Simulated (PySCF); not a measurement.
## Ionisation of tetrafluorogermane

Parent: tetrafluorogermane, `[F][Ge]([F])([F])[F]` (F4Ge). Numbering: `[F:1][Ge:2]([F:3])([F:4])[F:5]`

Level of theory: ωB97X-D3(BJ)/ma-def2-TZVP single points in PySCF, grid level 2; every species was optimised with PBE0-D3(BJ)/def2-SVP. The prefix ma- adds one diffuse s and one diffuse p function on all atoms but H. ωB97X-D3(BJ) is ωB97X-V with D3(BJ) in place of VV10. Zero-point and thermal terms (298.15 K, 1 bar) come from unscaled PBE0-D3(BJ)/def2-SVP harmonic frequencies, with soft modes damped to free rotors in the entropy.

Frontier levels of the parent: HOMO -15.41 eV, LUMO -0.06 eV.

Oxidation to the radical cation:
```
Vertical ionisation energy (electronic)              : 15.86 eV
Adiabatic ionisation energy (with zero-point energy) : 14.84 eV
Adiabatic, electronic part                           : 14.87 eV
Vertical gap at the product's structure              : 12.83 eV
Inner reorganisation energy (four-point)             : 3032 meV
Relaxation of product / of parent                    : 992 / 2040 meV
⟨S²⟩ of the product                                  : 0.758
Largest spin populations                             : F4 0.52, F5 0.52
Largest changes of atomic charge                     : F4 0.35, F5 0.35, F3 0.10, F1 0.10
Distances that move most (Å)                         : Ge2–F4 1.698 → 1.796; Ge2–F5 1.698 → 1.796; F1–Ge2 1.698 → 1.661; Ge2–F3 1.698 → 1.662
Potential in water                                   : 12.10 V absolute, 7.58 V against Fc+/Fc computed at 4.52 V (solvation -9 → -266 kJ/mol)
```

Solvents are IEF-PCM continua (electrostatics only, gas-phase structures); absolute potentials refer to an electron at rest in vacuum. Fc+/Fc in water, 4.52 V, is ωB97X-D3(BJ)/ma-def2-TZVP on PBE0-D3(BJ)/def2-SVP structures with GFN2-xTB thermal terms. Benchmark calculations put it near 5.0 V in acetonitrile and DMSO, so it is about 0.5 V low, and the value against it can read up to that much too high.

Adiabatic ionisation energy: the gap is larger than usual, and may come from another state, site, conformer or species, from an onset or band maximum that doesn't mark the energy named, from the functional or basis, or from an outlying measurement.

Measured values (NIST Chemistry WebBook, evaluated or the median of agreeing entries): vertical ionisation energy 16.08 eV (computed 15.86, difference -0.22); adiabatic ionisation energy 15.59 eV (computed 14.84, difference -0.76).

Known limits: spin-orbit coupling is left out of the energies, which matters for open shells on the heavier atoms; atoms from Ga to Kr are treated without relativity; F1 and F4 are equivalent in the parent, but the relaxed radical cation is symmetry-broken (Td to C2v), as a Jahn-Teller-type distortion or an artefact of the method; its spin populations, distances and adiabatic value belong to that structure.

Differences come from unrounded values, so a last digit can differ from that of the printed terms.
